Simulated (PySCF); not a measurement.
**Finite-field polarisability of Xe (xenon, neutral)**

[Xe], closed-shell 1S. All numbers are calculated (PySCF 2.14, the spin-free X2C one-electron Hamiltonian (Gaussian nucleus), in aug-cc-pVQZ-DK3 (9s8p6d3f2g, 102 functions)). Frozen: [Kr] 4d10. Energy changes in a uniform field (μhartree):

```json
{"axis": "x", "F (au)": "0.0027", "HF": "-97.453", "MP2": "-100.160", "CCSD": "-99.352", "CCSD(T)": "-100.040"}
{"axis": "x", "F (au)": "0.0054", "HF": "-389.945", "MP2": "-400.790", "CCSD": "-397.552", "CCSD(T)": "-400.311"}
```

(1) Derive α along x at CCSD(T) from the two fields.

(2) And the mean polarisability at each level?

Answers

(1) With ΔE = −αF²/2 − γF⁴/24, α = −(16 ΔE(F) − ΔE(2F))/(6F²) = 27.44 bohr³.

(2) HF 26.73, MP2 27.48, CCSD 27.25, CCSD(T) 27.44 bohr³. Reference: 27.32 ± 0.2 bohr³ (recommended; Schwerdtfeger and Nagle, table of static dipole polarizabilities (2023 update)).
